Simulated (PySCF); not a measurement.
# `C[C@H](CBr)CCO`, C₅H₁₁BrO

Geometry:
```tsv
atom	x (Å)	y (Å)	z (Å)
C1	-0.983	1.335	-0.784
C2	-0.563	-0.128	-0.678
C3	-1.762	-1.011	-0.370
Br4	-2.537	-0.633	1.384
C5	0.550	-0.333	0.357
C6	1.913	0.124	-0.154
O7	2.255	-0.656	-1.283
H8	-1.356	1.695	0.174
H9	-0.144	1.958	-1.080
H10	-1.770	1.453	-1.527
H11	-0.178	-0.465	-1.648
H12	-2.567	-0.854	-1.087
H13	-1.490	-2.066	-0.350
H14	0.628	-1.396	0.593
H15	0.316	0.210	1.274
H16	2.657	-0.009	0.643
H17	1.885	1.190	-0.421
H18	3.134	-0.407	-1.584
```

The calculation used GIAO KT3/pcSseg-1 magnetisability, rotational g tensor and spin-rotation constants, non-relativistic, gas phase in PySCF. Geometry: GFN2-xTB.

The calculation is non-relativistic, which matters for the atoms heavier than Zn.

Question: Give the nuclear spin-rotation constants along the inertial axes (H = +C I·J) beside the isotropic shieldings.

Answer: Rotational constants 3.8430, 0.7092, 0.6757 GHz. A star marks the isotopologue with that one atom substituted, in its own axes.
```
atom  isotope  Caa (kHz)  Cbb (kHz)  Ccc (kHz)  mean (kHz)  σ (ppm)
 Br4     79Br      3.115      0.998      0.658       1.590   2430.6
  H8       1H     -0.207     -0.072     -0.022      -0.100     30.3
  H9       1H     -0.023     -0.071     -0.058      -0.051     30.5
 H10       1H     -0.376     -0.019     -0.052      -0.149     31.0
 H11       1H     -0.169     -0.068     -0.019      -0.086     29.2
 H12       1H     -0.330      0.004     -0.049      -0.125     27.9
 H13       1H     -0.394     -0.006     -0.028      -0.143     27.9
 H14       1H     -0.393     -0.013     -0.041      -0.149     30.0
 H15       1H     -0.281     -0.078      0.000      -0.120     30.0
 H16       1H     -0.311      0.007     -0.045      -0.116     27.6
 H17       1H     -0.327      0.007     -0.043      -0.121     27.6
 H18       1H      0.035     -0.088     -0.090      -0.048     31.4
  C1     13C*      0.617      0.093      0.095       0.268    167.5
  C2     13C*      0.623      0.119      0.122       0.288    150.9
  C3     13C*      0.722      0.170      0.127       0.340    127.2
  C5     13C*      0.709      0.127      0.124       0.320    143.2
  C6     13C*      0.861      0.168      0.123       0.384    120.2
  O7     17O*     -0.149     -0.076     -0.075      -0.100    292.2
```
For the geometry as given, no vibrational averaging.

Question: How do the rotational constants and the g tensor change when H8, H9, H10, H11, H12, H13, H14, H15, H16, H17, H18 are replaced by deuterium?

Answer: Constants 2.9979, 0.6506, 0.6171 GHz; g -0.0077, -0.0008, 0.0003, against -0.0094, -0.0007, 0.0004 before.
